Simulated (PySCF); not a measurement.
PySCF 2.14 output of an unrestricted r2SCAN calculation on a single atom or ion in cc-pVDZ-DK, with the spin-free X2C one-electron Hamiltonian (Gaussian nucleus):

```
SCF conv_tol = 1e-09
number electrons alpha = 15  beta = 9
    J. W. Furness, A. D. Kaplan, J. Ning, J. P. Perdew, and J. Sun.,  J. Phys. Chem. Lett. 11, 8208-8215 (2020)
    J. W. Furness, A. D. Kaplan, J. Ning, J. P. Perdew, and J. Sun.,  J. Phys. Chem. Lett. 11, 9248-9248 (2020)
    J. W. Furness, A. D. Kaplan, J. Ning, J. P. Perdew, and J. Sun.,  J. Phys. Chem. Lett. 11, 8208-8215 (2020)
    J. W. Furness, A. D. Kaplan, J. Ning, J. P. Perdew, and J. Sun.,  J. Phys. Chem. Lett. 11, 9248-9248 (2020)
cycle= 1 E= -1158.25577094507  delta_E= -0.00499  |g|= 0.0529  |ddm|= 0.284
cycle= 2 E= -1158.25546682466  delta_E= 0.000304  |g|= 0.0615  |ddm|= 0.358
cycle= 3 E= -1158.25670848926  delta_E= -0.00124  |g|= 0.000499  |ddm|= 0.186
cycle= 4 E= -1158.2567087588  delta_E= -2.7e-07  |g|= 7.05e-05  |ddm|= 0.00529
cycle= 5 E= -1158.25670876062  delta_E= -1.82e-09  |g|= 2.37e-06  |ddm|= 0.000287
cycle= 6 E= -1158.25670876063  delta_E= -1.14e-12  |g|= 3.23e-08  |ddm|= 1.16e-05
converged SCF energy = -1158.25670876063  <S^2> = 12.000121  2S+1 = 7.0000344
```

The run itself started from symmetry-adapted Hartree-Fock orbitals and held the occupation by maximum overlap, on a logarithmic radial grid, so the iterations belong to that start.

Q: Which element, charge and spin multiplicity is this?

A: Mn⁺ (manganese, charge +1), multiplicity 7; the state was [Ar] 3d5 4s1, high-spin 7S determinant.
